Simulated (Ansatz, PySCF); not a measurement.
Gas-phase reaction in SMILES: N[SiH3] → [NH][SiH3] + H atom (the H-N bond at the site shown breaks; other sites are not compared here)
Each molecule is optimised on its own at B3LYP-D3(BJ)/def2-TZVP (Ansatz, a quantum-chemistry and plane-wave program). Frequencies are from Ansatz or PySCF.

Quantity: bond dissociation energy (enthalpy at 298 K, with B3LYP-D3(BJ) rigid-rotor harmonic-oscillator terms), in kcal/mol. Cores are frozen in the correlated levels unless marked. Open shells are spin-unrestricted. Spin-orbit coupling is left out. Non-relativistic. CBS marks a two-point X^-3 extrapolation of the correlation energy; Hartree-Fock from the larger set. [CCSD(T)-MP2]/basis is that difference in the basis named.

```json
[
 {"level": "HF/STO-3G", "program": "Ansatz", "bond dissociation energy (kcal/mol)": "88.8"},
 {"level": "HF/6-31G*", "program": "Ansatz", "bond dissociation energy (kcal/mol)": "77.7"},
 {"level": "HF/cc-pV(Q+d)Z", "program": "Ansatz", "bond dissociation energy (kcal/mol)": "80.0"},
 {"level": "r2SCAN-D3(BJ)/def2-TZVPD", "program": "Ansatz + dftd3", "bond dissociation energy (kcal/mol)": "104.5"},
 {"level": "B3LYP-D3(BJ)/def2-TZVPD", "program": "Ansatz + dftd3", "bond dissociation energy (kcal/mol)": "107.0"},
 {"level": "PBE0/def2-SVP", "program": "Ansatz", "bond dissociation energy (kcal/mol)": "106.0"},
 {"level": "PBE0-D3(BJ)/def2-TZVPD", "program": "Ansatz + dftd3", "bond dissociation energy (kcal/mol)": "106.1"},
 {"level": "PBE0/def2-TZVP", "program": "Ansatz", "bond dissociation energy (kcal/mol)": "105.7"},
 {"level": "BHLYP-D4/def2-TZVPD", "program": "Ansatz + dftd4", "bond dissociation energy (kcal/mol)": "105.2"},
 {"level": "M06-2X/def2-TZVPD", "program": "PySCF", "bond dissociation energy (kcal/mol)": "109.5"},
 {"level": "CAM-B3LYP-D4/def2-TZVPD", "program": "Ansatz + dftd4", "bond dissociation energy (kcal/mol)": "108.3"},
 {"level": "RPA@PBE/cc-pV(Q+d)Z", "program": "Ansatz", "bond dissociation energy (kcal/mol)": "106.8"},
 {"level": "MP2/6-31G", "program": "Ansatz", "bond dissociation energy (kcal/mol)": "101.7"},
 {"level": "MP2/def2-SVPD", "program": "Ansatz", "bond dissociation energy (kcal/mol)": "109.6"},
 {"level": "RI-MP2/def2-TZVPP", "program": "Ansatz", "bond dissociation energy (kcal/mol)": "111.6"},
 {"level": "RI-MP2/def2-TZVPPD", "program": "Ansatz", "bond dissociation energy (kcal/mol)": "111.8"},
 {"level": "SCS-MP2/6-31G", "program": "Ansatz", "bond dissociation energy (kcal/mol)": "101.9"},
 {"level": "SCS-MP2/def2-SVP", "program": "Ansatz", "bond dissociation energy (kcal/mol)": "107.1"},
 {"level": "CCSD/def2-TZVPP", "program": "Ansatz", "bond dissociation energy (kcal/mol)": "107.6"},
 {"level": "RI-MP2/CBS(aug-cc-pV(T+d)Z,aug-cc-pV(Q+d)Z)+[CCSD(T)-MP2]/aug-cc-pV(D+d)Z", "program": "Ansatz", "bond dissociation energy (kcal/mol)": "111.3"},
 {"level": "RI-MP2/CBS(aug-cc-pV(T+d)Z,aug-cc-pV(Q+d)Z)+[CCSD(T)-MP2]/aug-cc-pV(T+d)Z", "program": "Ansatz", "bond dissociation energy (kcal/mol)": "111.1"}
]
```
